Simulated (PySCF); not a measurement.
A species of formula C2H5NO2Si has this rotational fingerprint, computed with PBE0-D3(BJ)/def2-SVP geometry optimisation, gas phase (PySCF):

* Rotational constants: A = 3131, B = 2700, C = 1582 MHz
* Dipole components: |μa| = 2.51 D, |μb| = 0.32 D, |μc| = 0.41 D
* Inertial defect: -29.10 u·Å²
* κ: 0.44

Question: Which structure is it? (One computed conformer of each.)
A. `[CH3:1][O:2][Si@H:3]([OH:4])[C:5]#[N:6]` with C1–O2–Si3–O4 162°, O2–Si3–O4–H -53°
B. `[NH2:1][C:2](=[O:3])[SiH2:4][CH:5]=[O:6]` with N1–C2–Si4–C5 8°, C2–Si4–C5–O6 -9°

Answer: A. It is CO[Si@H](O)C#N, an asymmetric top, point group C1. The candidates at the same level (rigid rotor, commonest isotopes):

```csv
SMILES,A (MHz),B (MHz),C (MHz),μa (D),μb (D),μc (D),Δ (u·Å²),point group,rotor
CO[Si@H](O)C#N,3131,2700,1582,2.51,0.32,0.41,-29.10,C1,asymmetric top
NC(=O)[SiH2]C=O,4939,2087,1495,2.51,0.15,0.03,-6.55,near Cs,asymmetric top
```

`NC(=O)[SiH2]C=O` has A 58 % too high. No structure here is proved a minimum.
